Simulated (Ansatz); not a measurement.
C2H9NSi2 can be A, `NC1C[SiH2][SiH2]1`, or B, `CC1[SiH2]N1[SiH3]`.

Calculated with Ansatz (gas phase, PBE0-D4/def2-TZVP geometries, no zero-point term in ΔE). CCSD(T)/CBS is the MP2 limit (def2-TZVPP, def2-QZVPP) plus CCSD(T) − MP2 in def2-TZVPP, frozen cores. Functionals use def2-TZVPP. B3LYP here is the variant with VWN-RPA as its local correlation; programs differ in this. One conformer a species, not always the lowest.

Problem. Which isomer does CCSD(T)/CBS put lower? Give the gap. (An estimate is asked.)

Solution. Computed: B, by 10.5 kcal/mol.

Problem. Give E(B) − E(A) in kcal/mol with B3LYP-D4, PBE-D4, MP2/def2-TZVPP, ωB97M-V, r2SCAN-D4, CCSD/def2-TZVPP, B3LYP. (Best estimate.)

Solution. The calculation gave: B3LYP-D4 -12.1, PBE-D4 -5.6, MP2/def2-TZVPP -12.8, ωB97M-V -10.7, r2SCAN-D4 -9.9, CCSD/def2-TZVPP -11.3, B3LYP -12.6. None reverses the order clearly.

Largest T1 diagnostic: 0.012.

In def2-TZVPP, CCSD(T) changes the Hartree–Fock value by +6.5 kcal/mol (the triples alone add +0.8 kcal/mol) and MP2 by +4.3 kcal/mol.
